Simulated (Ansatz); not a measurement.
Cost and result for the atomization energy of C$_{2}$H$_{5}$AlSi, SMILES `C=[C]1[AlH][SiH2]1` (9 atoms, 9 bonds).

Cartesian coordinates in Å:
```
C 0.4294 0.8915 -1.3224
C -0.0982 0.0155 -0.4635
Al 0.3467 -1.7142 0.2711
Si -0.6844 0.1142 1.3343
H 0.4292 1.9682 -1.1435
H 0.8924 0.5794 -2.2582
H 1.0867 -3.0775 -0.0479
H -2.1706 0.0035 1.4003
H -0.2311 1.2194 2.2297
```

Charge 0, multiplicity 1. The structure was optimised at the PBE0-D4/def2-TZVP level. Program: Ansatz. All runs use 2 threads of an Arm Neoverse V1 on a shared host. Times are those of one run each, without the atoms' runs, and a repeat can differ threefold. Electronic energies, without spin–orbit coupling; frozen cores. CCSD(T)/CBS adds CCSD(T) − MP2 in def2-TZVPP to the MP2 limit, and its time is that of the two runs behind it. T1 = 0.015; the RHF reference is unstable towards UHF. B3LYP takes the VWN-RPA correlation (the form of Gaussian; ORCA's B3LYP/G).

CCSD(T)/CBS is a level of theory with its own doubt, some kJ/mol a heavy atom from the limit and from the frozen cores, so smaller differences don't rank the functionals.

```
                             level  functions  wall time
              revPBE-D4/def2-TZVPP        216      2.6 s
                  CCSD(T)/def2-SVP         89      2.9 s
   PBE-D4/def2-TZVPP (with forces)        216      3.3 s
                PBE0-D4/def2-TZVPP        216        4 s
 B3LYP-D4/def2-TZVPP (with forces)        216        6 s
r2SCAN-D4/def2-TZVPP (with forces)        216        7 s
                 B2PLYP/def2-TZVPP        216        7 s
                ωB97X-V/def2-TZVPP        216       11 s
                 B97M-V/def2-TZVPP        216       13 s
  ωB97M-V/def2-TZVPP (with forces)        216       17 s
                    MP2/def2-QZVPP        404       26 s
                CCSD(T)/def2-TZVPP        216       65 s
                 CCSD(T)/CBS(def2)          –       91 s
```

What atomization energy does each give, and how far from CCSD(T)/CBS? (An estimate is asked.)

The calculation gave: 
```tsv
level	atomization (kcal/mol)	difference from CCSD(T)/CBS	per bond
revPBE-D4/def2-TZVPP	715.0	-1.8	-0.2
CCSD(T)/def2-SVP	677.2	-39.6	-4.4
PBE-D4/def2-TZVPP (with forces)	730.3	13.5	1.5
PBE0-D4/def2-TZVPP	719.6	2.8	0.3
B3LYP-D4/def2-TZVPP (with forces)	716.8	0.0	0.0
r2SCAN-D4/def2-TZVPP (with forces)	723.0	6.2	0.7
B2PLYP/def2-TZVPP	708.1	-8.7	-1.0
ωB97X-V/def2-TZVPP	719.5	2.7	0.3
B97M-V/def2-TZVPP	728.3	11.5	1.3
ωB97M-V/def2-TZVPP (with forces)	717.9	1.1	0.1
MP2/def2-QZVPP	716.5	-0.3	0.0
CCSD(T)/def2-TZVPP	697.8	-19.0	-2.1
CCSD(T)/CBS(def2)	716.8	0.0	0.0
```

From PBE to PBE0 (25 % exact exchange), in def2-TZVPP and without D4, the atomization energy moves by −10.0 kcal/mol: exact exchange takes away binding that semilocal exchange gives to molecules. In def2-TZVPP, CCSD(T) changes the Hartree–Fock value by +174.5 kcal/mol (the triples alone add +12.4 kcal/mol) and MP2 by +181.9 kcal/mol; breaking electron pairs costs correlation energy, which Hartree–Fock lacks. At CCSD(T), def2-SVP lies −39.6 kcal/mol from the extrapolated value and def2-TZVPP −19.0 kcal/mol: correlation converges slowly with the basis, and small sets miss more of it in the bonded molecule than in its fragments.
